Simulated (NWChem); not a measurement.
# CH₄GeO, singlet; SMILES [CH3][Ge][OH]

```xyz
7

Ge     0.4111     0.1118     0.0001
C     -0.6503    -1.5909     0.0009
H     -0.4146    -2.1733    -0.8999
H     -1.7239    -1.3838     0.0309
H     -0.3691    -2.2064     0.8656
O     -1.0469     1.1986     0.0002
H     -0.7574     2.1256    -0.0025
```
Atoms are numbered in this order, from 1.

Program: NWChem. Pople sets run with spherical d functions. Low-valent species are run as closed-shell singlets; no triplet was tried in these runs. The geometry was optimised at B3LYP/6-31G* (spherical d). B3LYP is NWChem's, with the RPA form of VWN correlation. GIAO values for the isolated, static molecule; σ is the absolute isotropic shielding, δ = σ(reference) − σ with the isolated reference molecule computed at the same levels (13C: tetramethylsilane, 1H: tetramethylsilane, 17O: water).

```tsv
level	σ Ge1 (ppm)	δ C2 (ppm)	δ H3 (rotor mean) (ppm)	δ O6 (ppm)	δ H7 (ppm)
BHandHLYP/pcSseg-1	339.9	39.0	1.09	315.7	7.82
LDA (Slater exchange, VWN5)/pcSseg-1	82.7	45.6	1.37	393.8	9.87
PBE/pcSseg-1	217.8	40.8	1.24	368.7	9.35
B3LYP/6-311G**	[?]	[?]	[?]	[?]	[?]
```

Question: What belongs in the gaps?

Answer: 
- B3LYP/6-311G**, σ Ge1 (ppm): 247.5
- B3LYP/6-311G**, δ C2 (ppm): 40.2
- B3LYP/6-311G**, δ H3 (rotor mean) (ppm): 1.14
- B3LYP/6-311G**, δ O6 (ppm): 358.7
- B3LYP/6-311G**, δ H7 (ppm): 8.60
